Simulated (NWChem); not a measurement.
System: CH3AlF2O; SMILES C[O][Al]([F])[F]

NWChem input:

```
start job
memory heap 200 mb stack 900 mb global 1100 mb
geometry units angstroms noautoz
  Al     0.073840     0.493398     0.000186
  F      1.255578     1.642507    -0.001592
  F     -1.498838     0.998205    -0.002069
  O      0.501382    -1.118472     0.004774
  C     -0.037302    -2.400087     0.002830
  H      0.296024    -2.955984    -0.890313
  H      0.305071    -2.961955     0.888743
  H     -1.142149    -2.401383     0.008489
end
basis spherical
  * library def2-svp
end
dft
  xc xwpbe 1.00 cpbe96 1.0 hfexch 1.00
  cam 0.5 cam_alpha 0.0 cam_beta 1.0
  iterations 150
  vectors input atomic output neutral.movecs
end
task dft energy
charge 1
dft
  odft
  mult 2
  vectors input atomic output cation.movecs
end
task dft energy
```

Excerpt of the output:

```
             Northwest Computational Chemistry Package (NWChem) 7.3.0
             --------------------------------------------------------

 C1  symmetry detected

                             Geometry "geometry" -> ""
                             -------------------------

 Output coordinates in angstroms (scale by  1.889725989 to convert to a.u.)

  No.       Tag          Charge          X              Y              Z
 ---- ---------------- ---------- -------------- -------------- --------------
    1 Al                  13.0000     0.01082651     0.52523131     0.00029599
    2 F                    9.0000     1.14566052     1.72068527    -0.00067900
    3 F                    9.0000    -1.58078349     0.96673876     0.00004698
    4 O                    8.0000     0.50249412    -1.06825474     0.00210961
    5 C                    6.0000     0.01549558    -2.37038442    -0.00134591
    6 H                    1.0000     0.37002760    -2.91118410    -0.89559133
    7 H                    1.0000     0.38081863    -2.91941928     0.88344591
    8 H                    1.0000    -1.08841045    -2.41587553     0.00518432

 Effective nuclear repulsion energy (a.u.)     224.8365362344

  pbe96 is a nonlocal functional; adding pw91lda local functional.

                                 NWChem DFT Module
                                 -----------------

 Summary of "ao basis" -> "ao basis" (spherical)
 ------------------------------------------------------------------------------
       Tag                 Description            Shells   Functions and Types
 ---------------- ------------------------------  ------  ---------------------
 Al                         def2-svp                 8       18   4s3p1d
 F                          def2-svp                 6       14   3s2p1d
 O                          def2-svp                 6       14   3s2p1d
 C                          def2-svp                 6       14   3s2p1d
 H                          def2-svp                 3        5   2s1p

            General Information
            -------------------
          SCF calculation type: DFT
          Wavefunction type:  closed shell.
          No. of atoms     :     8
          No. of electrons :    48
           Alpha electrons :    24
            Beta electrons :    24
          Charge           :     0
          Spin multiplicity:     1
          Use of symmetry is: off; symmetry adaption is: off
          Maximum number of iterations: 150
          AO basis - number of functions:    89
                     number of shells:    41
          Convergence on energy requested:  1.00D-06
          Convergence on density requested:  1.00D-05
          Convergence on gradient requested:  5.00D-04

              XC Information
              --------------
                     Hartree-Fock (Exact) Exchange  1.000
                     LC-wPBE(h)Exchange Functional  1.000
            Perdew 1991 LDA Correlation Functional  1.000 local
           PerdewBurkeErnz. Correlation Functional  1.000 non-local

           Range-Separation Parameters
           ---------------------------
           Alpha           :  0.00
           Beta            :  1.00
           Gamma           :  0.50
           Short-Range HF  :     F

             Grid Information
             ----------------
          Grid used for XC integration:  medium
          Radial quadrature: Mura-Knowles
          Angular quadrature: Lebedev.
          Tag              B.-S. Rad. Rad. Pts. Rad. Cut. Ang. Pts.
          ---              ---------- --------- --------- ---------
          Al                  1.25       88          10.0       590
          F                   0.50       49          12.0       434
          O                   0.60       49           7.0       434
          C                   0.70       49          10.0       434
          H                   0.35       45          11.0       434
          Grid pruning is: on
          Number of quadrature shells:   419
          Spatial weights used:  Erf1

      Superposition of Atomic Density Guess
      -------------------------------------

 Sum of atomic energies:        -554.19024137

      Non-variational initial energy
      ------------------------------

 Total energy =    -555.301691
 1-e energy   =   -1216.540605
 2-e energy   =     436.402378
 HOMO         =      -0.394351
 LUMO         =      -0.068283

   convergence    iter        energy       DeltaE   RMS-Dens  Diis-err
 ---------------- ----- ----------------- --------- --------- ---------
 d= 0,ls=0.0,diis     1   -556.7375583611 -7.82D+02  1.11D-02  1.21D+00
 d= 0,ls=0.0,diis     2   -556.7895327483 -5.20D-02  4.37D-03  8.80D-01
 d= 0,ls=0.0,diis     3   -556.8567257510 -6.72D-02  5.95D-04  6.06D-03
 d= 0,ls=0.0,diis     4   -556.8575080423 -7.82D-04  1.67D-04  3.22D-04
 d= 0,ls=0.0,diis     5   -556.8575565079 -4.85D-05  5.88D-05  3.59D-05
  Resetting Diis
 d= 0,ls=0.0,diis     6   -556.8575629719 -6.46D-06  2.46D-05  4.51D-06
 d= 0,ls=0.0,diis     7   -556.8575637750 -8.03D-07  9.33D-06  7.28D-07

         Total DFT energy =     -556.857563775047
      One electron energy =    -1220.882319772084
           Coulomb energy =      493.834346391853
    Exchange-Corr. energy =      -54.646126629226
 Nuclear repulsion energy =      224.836536234411

 Numeric. integr. density =       48.000002049471

                       DFT Final Molecular Orbital Analysis
                       ------------------------------------

 Vector   22  Occ=2.000000D+00  E=-5.417371D-01
              MO Center=  1.5D-02,  1.2D+00, -2.5D-04, r^2= 2.8D+00
   Bfn.  Coefficient  Atom+Function         Bfn.  Coefficient  Atom+Function
  ----- ------------  ---------------      ----- ------------  ---------------
    22      0.406200  2 F  px                37      0.364344  3 F  py
    23     -0.287578  2 F  py                25     -0.276152  2 F  px
    40     -0.266206  3 F  py                26      0.212237  2 F  py
    36      0.209902  3 F  px                39     -0.130647  3 F  px
    64      0.063146  5 C  px                11     -0.060469  1 Al px

 Vector   23  Occ=2.000000D+00  E=-4.441194D-01
              MO Center=  1.9D-01, -1.5D+00,  4.2D-03, r^2= 1.8D+00
   Bfn.  Coefficient  Atom+Function         Bfn.  Coefficient  Atom+Function
  ----- ------------  ---------------      ----- ------------  ---------------
    50      0.505874  4 O  px                53      0.387754  4 O  px
    85      0.265138  8 H  s                 64     -0.238446  5 C  px
    86      0.157101  8 H  s                 80     -0.128296  7 H  s
    75     -0.122488  6 H  s                  3     -0.107738  1 Al s
    51     -0.100518  4 O  py                37      0.094024  3 F  py

 Vector   24  Occ=2.000000D+00  E=-4.394250D-01
              MO Center=  3.8D-01, -1.5D+00, -2.7D-03, r^2= 1.8D+00
   Bfn.  Coefficient  Atom+Function         Bfn.  Coefficient  Atom+Function
  ----- ------------  ---------------      ----- ------------  ---------------
    52      0.515927  4 O  pz                55      0.411103  4 O  pz
    66     -0.243311  5 C  pz                75      0.227161  6 H  s
    80     -0.223893  7 H  s                 76      0.123154  6 H  s
    81     -0.121413  7 H  s                 69     -0.082051  5 C  pz
    10      0.080761  1 Al pz                15     -0.069962  1 Al d -1

 Vector   25  Occ=0.000000D+00  E= 6.022766D-02
              MO Center= -6.3D-02,  4.8D-01, -2.5D-03, r^2= 4.7D+00
   Bfn.  Coefficient  Atom+Function         Bfn.  Coefficient  Atom+Function
  ----- ------------  ---------------      ----- ------------  ---------------
     4      1.282493  1 Al s                 49     -0.323361  4 O  s
    63     -0.273770  5 C  s                 35     -0.266760  3 F  s
    21     -0.228753  2 F  s                  2      0.183084  1 Al s
    16      0.133896  1 Al d  0              48     -0.132749  4 O  s
    36      0.115529  3 F  px                34     -0.101112  3 F  s

 Vector   26  Occ=0.000000D+00  E= 1.015222D-01
              MO Center=  1.8D-02,  4.8D-01,  1.9D-03, r^2= 4.5D+00
   Bfn.  Coefficient  Atom+Function         Bfn.  Coefficient  Atom+Function
  ----- ------------  ---------------      ----- ------------  ---------------
    13      0.908669  1 Al pz                10      0.236359  1 Al pz
    55     -0.206004  4 O  pz                52     -0.179387  4 O  pz
    27     -0.175455  2 F  pz                41     -0.175659  3 F  pz
    24      0.165603  2 F  pz                38      0.166267  3 F  pz
    76     -0.162632  6 H  s                 81      0.156927  7 H  s

 Vector   27  Occ=0.000000D+00  E= 1.602909D-01
              MO Center= -3.4D-01, -1.8D+00, -1.0D-03, r^2= 6.9D+00
   Bfn.  Coefficient  Atom+Function         Bfn.  Coefficient  Atom+Function
  ----- ------------  ---------------      ----- ------------  ---------------
    63      2.302803  5 C  s                 86     -1.128907  8 H  s
    76     -0.962048  6 H  s                 81     -0.962019  7 H  s
    12      0.512998  1 Al py                11      0.329984  1 Al px
    68     -0.292657  5 C  py                21     -0.253710  2 F  s
     3      0.221587  1 Al s                 67     -0.214197  5 C  px

     Multipole analysis of the density
     ---------------------------------

     L   x y z        total         alpha         beta         nuclear
     -   - - -        -----         -----         ----         -------
     0   0 0 0     -0.000000    -24.000000    -24.000000     48.000000

     1   1 0 0     -0.176666     -0.088333     -0.088333      0.000000
     1   0 1 0     -0.867066     -0.433533     -0.433533      0.000000
     1   0 0 1     -0.001775     -0.000887     -0.000887      0.000000

     2   2 0 0    -29.046851    -82.002753    -82.002753    134.958655
     2   1 1 0      0.292023      0.167917      0.167917     -0.043811
     2   1 0 1     -0.001131     -0.000787     -0.000787      0.000443
     2   0 2 0    -24.759276   -198.647234   -198.647234    372.535192
     2   0 1 1      0.009654     -0.010502     -0.010502      0.030658
     2   0 0 2    -21.271299    -13.461503    -13.461503      5.651706

                                 NWChem DFT Module
                                 -----------------

            General Information
            -------------------
          SCF calculation type: DFT
          Wavefunction type:  spin polarized.
          No. of atoms     :     8
          No. of electrons :    47
           Alpha electrons :    24
            Beta electrons :    23
          Charge           :     1
          Spin multiplicity:     2
          Use of symmetry is: off; symmetry adaption is: off
          Maximum number of iterations: 150
          This is a Direct SCF calculation.
          AO basis - number of functions:    89
                     number of shells:    41
          Convergence on energy requested:  1.00D-06
          Convergence on density requested:  1.00D-05
          Convergence on gradient requested:  5.00D-04

              XC Information
              --------------
                     Hartree-Fock (Exact) Exchange  1.000
                     LC-wPBE(h)Exchange Functional  1.000
            Perdew 1991 LDA Correlation Functional  1.000 local
           PerdewBurkeErnz. Correlation Functional  1.000 non-local

           Range-Separation Parameters
           ---------------------------
           Alpha           :  0.00
           Beta            :  1.00
           Gamma           :  0.50
           Short-Range HF  :     F

             Grid Information
             ----------------
          Grid used for XC integration:  medium
          Radial quadrature: Mura-Knowles
          Angular quadrature: Lebedev.
          Tag              B.-S. Rad. Rad. Pts. Rad. Cut. Ang. Pts.
          ---              ---------- --------- --------- ---------
          Al                  1.25       88          10.0       590
          F                   0.50       49          12.0       434
          O                   0.60       49           7.0       434
          C                   0.70       49          10.0       434
          H                   0.35       45          11.0       434
          Grid pruning is: on
          Number of quadrature shells:   419
          Spatial weights used:  Erf1

      Superposition of Atomic Density Guess
      -------------------------------------

 Sum of atomic energies:        -554.19024137

 Renormalizing density from      48.00 to     47

      Non-variational initial energy
      ------------------------------

 Total energy =    -547.951117
 1-e energy   =   -1191.196009
 2-e energy   =     418.408356
 HOMO         =      -0.654644
 LUMO         =      -0.350110

   convergence    iter        energy       DeltaE   RMS-Dens  Diis-err
 ---------------- ----- ----------------- --------- --------- ---------
 d= 0,ls=0.0,diis     1   -556.1270019326 -7.81D+02  8.05D-03  7.49D-01
                                                     8.68D-03  7.67D-01
 d= 0,ls=0.0,diis     2   -556.1772325800 -5.02D-02  3.95D-03  8.11D-01
                                                     3.97D-03  7.53D-01
 d= 0,ls=0.0,diis     3   -556.4245437787 -2.47D-01  4.60D-04  1.53D-03
                                                     7.74D-04  3.49D-03
 d= 0,ls=0.0,diis     4   -556.4291163124 -4.57D-03  3.32D-04  1.59D-03
                                                     4.04D-04  1.13D-03
 d= 0,ls=0.0,diis     5   -556.4310910002 -1.97D-03  2.46D-04  3.11D-04
                                                     4.79D-04  6.64D-04
  Resetting Diis
 d= 0,ls=0.0,diis     6   -556.4324830897 -1.39D-03  3.01D-04  2.68D-04
                                                     4.32D-04  1.98D-04
 d= 0,ls=0.0,diis     7   -556.4331092149 -6.26D-04  4.07D-05  1.50D-05
                                                     5.86D-05  1.91D-05
 d= 0,ls=0.0,diis     8   -556.4331381340 -2.89D-05  2.26D-05  8.71D-06
                                                     2.63D-05  1.06D-05
 d= 0,ls=0.0,diis     9   -556.4331484622 -1.03D-05  3.40D-05  1.94D-06
                                                     5.48D-05  4.31D-06
 d= 0,ls=0.0,diis    10   -556.4331611741 -1.27D-05  1.99D-05  1.71D-06
                                                     2.70D-05  1.30D-06
 d= 0,ls=0.0,diis    11   -556.4331640172 -2.84D-06  6.86D-06  6.73D-08
                                                     1.20D-05  1.26D-07
 d= 0,ls=0.0,diis    12   -556.4331643865 -3.69D-07  6.93D-07  6.24D-09
                                                     1.65D-06  1.08D-08

         Total DFT energy =     -556.433164386537
      One electron energy =    -1208.772758945732
           Coulomb energy =      481.748736026332
    Exchange-Corr. energy =      -54.245677701548
 Nuclear repulsion energy =      224.836536234411

 Numeric. integr. density =       47.000001146530

                    DFT Final Alpha Molecular Orbital Analysis
                    ------------------------------------------

 Vector   22  Occ=1.000000D+00  E=-7.488863D-01
              MO Center= -4.1D-01,  1.2D+00, -2.1D-04, r^2= 2.5D+00
   Bfn.  Coefficient  Atom+Function         Bfn.  Coefficient  Atom+Function
  ----- ------------  ---------------      ----- ------------  ---------------
    37      0.480333  3 F  py                23      0.335708  2 F  py
    40     -0.314030  3 F  py                22     -0.234191  2 F  px
    26     -0.207668  2 F  py                25      0.161946  2 F  px
    12     -0.100072  1 Al py                18      0.099405  1 Al d  2
    50      0.075854  4 O  px                36      0.063225  3 F  px

[...]
```

Level: LC-wPBE (HJS exchange hole, range parameter 0.5 per bohr)/def2-SVP, vertical spin-unrestricted ions. All runs use the structure optimised with PBE0/def2-SVP.
